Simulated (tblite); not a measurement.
C₇HF₃O₂S.
Numbering: `[CH:1]#[C:2][C:3]#[C:4][C:5]#[C:6][S:7](=[O:8])(=[O:9])[C:10]([F:11])([F:12])[F:13]` (hydrogens: H14 on C1)

Cartesian coordinates in Å at the GFN2-xTB level; atoms count from 1:
```
atom  x, y, z in Å
C1     4.7903    0.6458   -2.7730
C2     3.8030    0.5214   -2.0894
C3     2.6990    0.3832   -1.3281
C4     1.7026    0.2575   -0.6387
C5     0.6018    0.1188    0.1222
C6    -0.3951   -0.0090    0.8014
S7    -1.8106   -0.1858    1.7692
O8    -2.1397    1.0551    2.3856
O9    -1.7304   -1.3808    2.5396
C10   -3.0714   -0.4858    0.3951
F11   -2.7285   -1.5662   -0.3032
F12   -4.2852   -0.6601    0.8926
F13   -3.0870    0.5540   -0.4363
H14    5.6505    0.7515   -3.3642
```

Computed geometry: GFN2-xTB, gas phase.

Take the most abundant isotopes and a rigid rotor. 

(1) Give the principal moments of inertia and the rotational constants in MHz.

(2) What kind of rotor is it?

(3) Is it planar, by Δ = Ic − Ia − Ib?

(4) Give the other two planar moments, Paa and Pbb, and the rms extents of the mass along the axes.

(5) Where do the levels up to J = 5 lie, in MHz?

Results:

(1) Ia = 314.39, Ib = 1838.76, Ic = 1966.99 u·Å²; 505379 MHz·u·Å²/I gives A = 1608, B = 274.8, C = 256.9 MHz.

(2) A near-prolate asymmetric top. Ray's parameter κ = (2B − A − C)/(A − C) = -0.973; −1 is the prolate and +1 the oblate limit.

(3) Not planar: Δ = Ic − Ia − Ib = -186.15 u·Å². For a rigid frame Δ = −2 Σ m c², so Σ m c² = 93.08 u·Å² lies off the ab plane: 0.00 from hydrogen and 93.08 from heavier atoms. The atom farthest from that plane is 1.24 Å away.

(4) Paa = Σ m a² = (Ib + Ic − Ia)/2 = 1745.68 and Pbb = Σ m b² = (Ia + Ic − Ib)/2 = 221.31 u·Å². With the mass M = 205.96 u, the rms extents √(P/M) along a, b and c are 2.91, 1.04, 0.67 Å.

(5) Above 0(0,0):
J = 1: 1(0,1) 532, 1(1,1) 1864, 1(1,0) 1882
J = 2: 2(0,2) 1595, 2(1,2) 2910, 2(1,1) 2964, 2(2,1) 6962, 2(2,0) 6962
J = 3: 3(0,3) 3190, 3(1,3) 4478, 3(1,2) 4586, 3(2,2) 8557, 3(2,1) 8558, 3(3,1) 15265, 3(3,0) 15265
J = 4: 4(0,4) 5315, 4(1,4) 6569, 4(1,3) 6749, 4(2,3) 10684, 4(2,2) 10687, 4(3,2) 17393, 4(3,1) 17393, 4(4,1) 26784, 4(4,0) 26784
J = 5: 5(0,5) 7970, 5(1,5) 9183, 5(1,4) 9451, 5(2,4) 13343, 5(2,3) 13349, 5(3,3) 20052, 5(3,2) 20052, 5(4,2) 29443, 5(4,1) 29443, 5(5,1) 41517, 5(5,0) 41517

Its GFN2-xTB frequencies are all real (lowest 25 cm⁻¹). Constants of a rigid frame at the computed geometry: no zero-point averaging, no centrifugal distortion.
